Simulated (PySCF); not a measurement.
C₆H₆BCl, SMILES c1(ccccc1Cl)B (GFN2-xTB optimised geometry):

```
14

B     -1.472    -1.799    -0.001
C     -0.590    -0.526     0.000
C     -1.198     0.741     0.000
C     -0.475     1.916    -0.001
C      0.911     1.868     0.000
C      1.556     0.645     0.000
C      0.814    -0.526     0.000
Cl     1.698    -2.009     0.001
H     -2.634    -1.676     0.007
H     -1.006    -2.868    -0.009
H     -2.277     0.785     0.000
H     -0.984     2.868    -0.001
H      1.490     2.780    -0.001
H      2.634     0.593     0.000
```

Method: B3LYP/def2-TZVP run with PySCF.

Task: What are the frontier orbital energies and the dipole moment?

Result: HOMO-2 -8.46 eV, HOMO-1 -7.77 eV, HOMO -7.07 eV, LUMO -2.41 eV, LUMO+1 -0.84 eV; dipole moment 2.46 D.

On the same geometry PBE/def2-TZVP in PySCF 2.14.0 gives HOMO-2 -7.30 eV, HOMO-1 -7.05 eV, HOMO -6.31 eV, LUMO -3.11 eV, LUMO+1 -1.59 eV; dipole moment 2.50 D.

Meta-Löwdin charges at B3LYP/def2-TZVP: B1 -0.02, C2 -0.10, C3 -0.07, C4 -0.13, C5 -0.08, C6 -0.13, C7 0.05, Cl8 -0.04, H9 0.00, H10 0.02, H11 0.12, H12 0.12, H13 0.13, H14 0.13.
